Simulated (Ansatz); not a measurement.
Molecule (SMILES): [BH]F (BH-F), doublet.
Atoms: B1, F2, H3. Bonds: B1-F2, B1-H3.

Basis-set convergence of the harmonic zero-point energy at HF with Ansatz (a quantum-chemistry and plane-wave program). Each level at its own minimum, finite differences of forces, unscaled; the reference is a large set that could be run, not a limit. Cartesian d functions, on some or all atoms, in 6-31G*, 6-31+G*; all else is spherical. The program fits the integrals of some runs and decomposes those of others, by size. Open shells are unrestricted. No added dispersion term, no relativity. Reference: the value in def2-QZVPPD, 7.33 kcal/mol. Deviations are taken from unrounded values.

| basis | functions | harmonic zero-point energy (kcal/mol) | minus reference (kcal/mol) |
|---|---|---|---|
| STO-3G | 11 | 8.51 | 1.17 |
| 6-31G | 20 | 7.28 | -0.05 |
| 6-31G* | 32 | 7.44 | 0.11 |
| cc-pVDZ | 33 | 7.27 | -0.07 |
| pcseg-1 | 33 | 7.42 | 0.09 |
| 6-31+G* | 40 | 7.38 | 0.05 |
| def2-SVPD | 51 | 7.31 | -0.03 |
| pcseg-2 | 74 | 7.34 | 0.01 |
| aug-pcseg-2 | 115 | 7.34 | 0.01 |
